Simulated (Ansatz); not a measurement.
Cu₆Si⁺. The state is a doublet with charge 1. Geometry PBE-D4/def2-SVP; atoms count from 1.

```xyz
7

Si    0.918   -0.063    1.489
Cu    0.620   -1.435   -0.366
Cu   -1.306   -0.344    0.867
Cu   -1.647   -1.450   -1.290
Cu   -0.073    1.900    0.858
Cu    1.890    0.789   -0.399
Cu   -0.402    0.602   -1.160
```

The structure comes from a short search, and lower isomers may exist.

Question: Estimate the Mulliken populations from the PBE0/def2-TZVP orbitals of Ansatz.

Answer: 
```
atom  charge (e)  spin (α − β)  d electrons
 Si1        0.15          0.52            –
 Cu2        0.16          0.05         9.80
 Cu3        0.16          0.05         9.80
 Cu4        0.07          0.33         9.88
 Cu5        0.15          0.01         9.80
 Cu6        0.15          0.01         9.80
 Cu7        0.17          0.04         9.84
```
Mulliken values depend strongly on the basis.

Question: Where does the spin sit?

Answer: Summed by element: Si 0.52, Cu 0.48, of 1 unpaired in all. Largest on single atoms: Si1 0.52, Cu4 0.33, Cu2 0.05.

Question: And the Mayer bond orders between heavy atoms (over 0.3)?

Answer: Si1–Cu2 0.65 (2.33 Å); Si1–Cu3 0.65 (2.33 Å); Si1–Cu5 0.71 (2.29 Å); Si1–Cu6 0.71 (2.29 Å); Cu2–Cu4 0.36 (2.45 Å); Cu3–Cu4 0.36 (2.45 Å); Cu4–Cu7 0.39 (2.40 Å); Cu5–Cu7 0.32 (2.42 Å); Cu6–Cu7 0.32 (2.42 Å).
